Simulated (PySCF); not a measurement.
Gas-phase reaction: TiCl4 + 2 Br2 + 2 H2 ⇌ TiBr4 + 4 HCl

Energies from PySCF (xtb for GFN2), thermal terms from the rigid-rotor harmonic-oscillator model, ideal gas at 1 bar. † marks an energy on the PBE0/def2-TZVP geometry and frequencies; other levels use their own. MP2 freezes the core. All species are closed-shell singlets. B3LYP is the form with VWN-RPA correlation. Br: all electrons, no relativistic terms. MP2 isn't extrapolated to the basis-set limit; its ΔH°(298 K) is -300.2 kJ in def2-SVP and -280.3 kJ in def2-TZVPP. The harmonic model lacks anharmonicity and excited electronic states, which grow with temperature; levels with a mode under 35 cm⁻¹ are left out. Soft modes under 120 cm⁻¹ make the harmonic entropy rough for TiCl4, TiBr4.

| level | ΔE electronic, kJ | ΔH°(298 K), kJ | ΔS°(298 K), J/K | ΔG°(2500 K), kJ |
|---|---|---|---|---|
| B3LYP/def2-TZVP† | -196 | -185 | 42 | -261 |
| GFN2-xTB | -107 | -99 | 38 | -165 |
| M06-2X/def2-TZVP† | -203 | -192 | 42 | -268 |
| MP2/def2-SVP† | -311 | -300 | 42 | -376 |
| ωB97M-V/def2-TZVP† | -209 | -198 | 42 | -274 |
| ωB97X-V/def2-TZVP† | -210 | -199 | 42 | -275 |
ΔH° is lowest at MP2/def2-SVP† and highest at GFN2-xTB. No reference value is set beside these.
